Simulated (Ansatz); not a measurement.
Be2O3⁻. The state is a doublet with charge -1. Geometry r2SCAN-D4/def2-TZVPD; atoms count from 1.

```xyz
5

Be    0.3652    0.1982   -1.3745
Be   -0.3640   -0.1986    1.3748
O     0.7257    0.3979   -2.7415
O    -0.7289   -0.3940    2.7412
O     0.0020   -0.0035    0.0000
```

The structure comes from a short search, and lower isomers may exist.

Problem. Estimate the Mulliken populations from the PBE0/def2-TZVPD orbitals of Ansatz.

Solution. 
```csv
atom,charge (e),spin (α − β)
Be1,-0.29,-0.04
Be2,-0.29,-0.04
O3,-0.36,0.51
O4,-0.36,0.51
O5,0.30,0.06
```
Mulliken values and Mayer orders depend strongly on the basis. With diffuse functions, as here, like atoms can get unlike values, and bond orders can come out too low or too high.

Problem. Where does the spin sit?

Solution. Summed by element: Be -0.09, O 1.09, of 1 unpaired in all. Largest on single atoms: O3 0.51, O4 0.51, O5 0.06.

Problem. And the Mayer bond orders between bonded heavy atoms (over 0.3)?

Solution. Be1–O3 1.54 (1.43 Å); Be1–O5 1.44 (1.44 Å); Be2–O4 1.54 (1.43 Å); Be2–O5 1.44 (1.44 Å). Values over 0.3 also appear between atoms too far apart for a bond (O3–O5 0.44 at 2.86 Å; O4–O5 0.44 at 2.86 Å); they arise where an orbital or an unpaired electron spreads over both atoms.
